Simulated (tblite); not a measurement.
C8H15P.
Atom-mapped SMILES: `[CH3:1][C@@H:2]1[CH2:3][CH2:4][CH2:5][P:6]1[CH:7]1[CH2:8][CH2:9]1` (hydrogens: H10, H11, H12 on C1; H13 on C2; H14, H15 on C3; H16, H17 on C4; H18, H19 on C5; H20 on C7; H21, H22 on C8; H23, H24 on C9)

Computed with GFN2-xTB (tblite), gas phase: L-BFGS steps from a force-field or distance-geometry start until the largest atomic force falls under 0.01 eV/Å.

Step 0: E = -742.2834 eV
```
atom  x, y, z in Å  |  force x, y, z in eV/Å
C1     -1.1081   -2.2649   -0.7544   -0.600  -0.326  -0.005
C2     -0.9153   -0.9366   -0.0391    0.095  -0.175   0.542
C3     -2.1634   -0.0719   -0.0337   -0.711   0.308  -0.060
C4     -1.7225    1.3657    0.2498   -0.148  -0.189   0.700
C5     -0.6032    1.6662   -0.7240   -0.060   0.247  -0.180
P6      0.4074    0.1073   -0.8624    0.549   0.064  -0.182
C7      1.5370    0.3619    0.5721    0.030  -0.096  -0.001
C8      2.7162   -0.5678    0.6967    0.011   0.083  -0.097
C9      2.9274    0.8535    0.2787    0.201   0.184   0.441
H10    -1.4072   -2.1158   -1.7968    0.112   0.065   0.166
H11    -0.2049   -2.8669   -0.7431    0.095   0.047   0.035
H12    -1.9114   -2.8480   -0.2679    0.333   0.229  -0.153
H13    -0.6189   -1.1385    1.0172   -0.017   0.101  -0.502
H14    -2.6693   -0.1042   -1.0163    0.266  -0.021   0.266
H15    -2.8963   -0.4092    0.7124    0.174  -0.009  -0.106
H16    -2.5505    2.0696    0.1616   -0.042   0.014  -0.097
H17    -1.3573    1.4358    1.2942   -0.088  -0.079  -0.420
H18    -1.0275    1.8739   -1.7190    0.142  -0.008   0.177
H19    -0.0081    2.5354   -0.4164    0.016  -0.236  -0.136
H20     1.0807    0.6967    1.5050    0.019  -0.031  -0.165
H21     3.0242   -0.8574    1.6917    0.004  -0.044  -0.053
H22     2.8603   -1.3399   -0.0546   -0.100   0.151   0.167
H23     3.3892    1.5367    1.0055   -0.218  -0.314  -0.451
H24     3.2097    1.0382   -0.7498   -0.063   0.035   0.113
```

Step 1: E = -742.3180 eV
```
atom  x, y, z in Å  |  force x, y, z in eV/Å
C1     -1.1166   -2.2696   -0.7545   -0.022  -0.044   0.042
C2     -0.9139   -0.9391   -0.0313   -0.175   0.007  -0.052
C3     -2.1736   -0.0675   -0.0345   -0.073   0.116   0.135
C4     -1.7247    1.3630    0.2598   -0.164  -0.032   0.034
C5     -0.6040    1.6697   -0.7265   -0.106  -0.052   0.091
P6      0.4153    0.1082   -0.8650    0.267   0.038  -0.101
C7      1.5374    0.3605    0.5721    0.093  -0.026   0.000
C8      2.7164   -0.5666    0.6953    0.042   0.101   0.059
C9      2.9303    0.8561    0.2850   -0.009  -0.093  -0.012
H10    -1.4056   -2.1148   -1.7944    0.051   0.075   0.065
H11    -0.2035   -2.8663   -0.7426   -0.049   0.092   0.027
H12    -1.9067   -2.8448   -0.2701    0.031   0.010   0.003
H13    -0.6191   -1.1370    1.0100    0.059   0.032  -0.151
H14    -2.6655   -0.1045   -1.0125    0.129   0.001   0.049
H15    -2.8939   -0.4093    0.7109   -0.002  -0.060   0.014
H16    -2.5511    2.0697    0.1602   -0.009   0.003  -0.043
H17    -1.3585    1.4347    1.2882    0.017  -0.072  -0.058
H18    -1.0255    1.8738   -1.7165    0.054   0.024   0.047
H19    -0.0079    2.5320   -0.4183    0.067  -0.119  -0.093
H20     1.0809    0.6962    1.5026   -0.008  -0.029  -0.119
H21     3.0243   -0.8580    1.6909   -0.010  -0.040  -0.068
H22     2.8589   -1.3377   -0.0522   -0.072   0.090   0.077
H23     3.3861    1.5322    0.9990   -0.037  -0.051  -0.136
H24     3.2088    1.0387   -0.7482   -0.072   0.031   0.189
```

Step 2: E = -742.3246 eV
```
atom  x, y, z in Å  |  force x, y, z in eV/Å
C1     -1.1181   -2.2709   -0.7538    0.029   0.062   0.023
C2     -0.9168   -0.9393   -0.0313   -0.095   0.062  -0.136
C3     -2.1761   -0.0649   -0.0323    0.021   0.006   0.077
C4     -1.7277    1.3621    0.2616   -0.073   0.017  -0.044
C5     -0.6059    1.6693   -0.7253   -0.056  -0.104   0.082
P6      0.4208    0.1090   -0.8671    0.086   0.018  -0.049
C7      1.5391    0.3599    0.5721    0.024  -0.007  -0.006
C8      2.7171   -0.5648    0.6962    0.050   0.001   0.045
C9      2.9305    0.8548    0.2856   -0.008  -0.055  -0.018
H10    -1.4045   -2.1135   -1.7930    0.032   0.063   0.035
H11    -0.2042   -2.8646   -0.7421   -0.026   0.072   0.032
H12    -1.9056   -2.8442   -0.2703   -0.040  -0.046   0.039
H13    -0.6181   -1.1363    1.0066    0.068   0.023  -0.082
H14    -2.6629   -0.1045   -1.0112    0.085   0.011   0.018
H15    -2.8936   -0.4103    0.7109   -0.051  -0.068   0.056
H16    -2.5513    2.0698    0.1593   -0.038   0.026  -0.031
H17    -1.3584    1.4333    1.2864    0.021  -0.058   0.012
H18    -1.0243    1.8742   -1.7154    0.030   0.019   0.027
H19    -0.0067    2.5296   -0.4201    0.062  -0.094  -0.064
H20     1.0808    0.6957    1.5003   -0.021  -0.016  -0.085
H21     3.0241   -0.8588    1.6897    0.005  -0.041  -0.018
H22     2.8575   -1.3359   -0.0506   -0.061   0.066   0.051
H23     3.3851    1.5307    0.9959    0.003   0.009  -0.057
H24     3.2074    1.0393   -0.7448   -0.047   0.033   0.093
```

**Question.** Estimate the geometry and energy of step 3. (The exact step hangs on the optimiser's Hessian estimate; all steps are aligned on step 2, rigid shifts and turns removed.)

**Answer.** E = -742.3289 eV, largest force 0.127 eV/Å
```
atom  x, y, z in Å  |  force x, y, z in eV/Å
C1     -1.1189   -2.2704   -0.7529    0.006   0.078   0.017
C2     -0.9201   -0.9381   -0.0338    0.035   0.078  -0.094
C3     -2.1777   -0.0633   -0.0297    0.030  -0.063   0.021
C4     -1.7310    1.3619    0.2624    0.003   0.032  -0.033
C5     -0.6082    1.6669   -0.7230    0.016  -0.084   0.017
P6      0.4260    0.1098   -0.8694   -0.070  -0.004  -0.012
C7      1.5403    0.3593    0.5719   -0.001  -0.017  -0.022
C8      2.7187   -0.5639    0.6975    0.013  -0.015   0.035
C9      2.9307    0.8533    0.2861   -0.013  -0.024   0.005
H10    -1.4031   -2.1112   -1.7913    0.009   0.047  -0.005
H11    -0.2049   -2.8621   -0.7410    0.001   0.056   0.037
H12    -1.9056   -2.8447   -0.2696   -0.046  -0.044   0.035
H13    -0.6161   -1.1353    1.0023    0.064   0.028  -0.065
H14    -2.6592   -0.1043   -1.0097    0.033   0.017  -0.007
H15    -2.8945   -0.4125    0.7122   -0.056  -0.060   0.057
H16    -2.5525    2.0705    0.1580   -0.051   0.036  -0.019
H17    -1.3579    1.4312    1.2854    0.005  -0.037   0.039
H18    -1.0229    1.8748   -1.7140    0.011   0.003   0.021
H19    -0.0046    2.5258   -0.4227    0.047  -0.082  -0.032
H20     1.0803    0.6950    1.4970   -0.041   0.004  -0.032
H21     3.0242   -0.8602    1.6887    0.024  -0.045   0.044
H22     2.8552   -1.3333   -0.0484   -0.038   0.004  -0.005
H23     3.3844    1.5299    0.9926    0.035   0.059   0.017
H24     3.2056    1.0404   -0.7410   -0.017   0.032  -0.019
```

The energy changes by -0.0043 eV. The first-order estimate −F·Δx gives -0.0066 eV and the mean of the old and new forces, exact on a quadratic surface, -0.0043 eV. The step makes an angle of 26° with the force vector and moves no atom by more than 0.006 Å.

Hardware: one thread of an x86-64 server, no GPU (shared host).
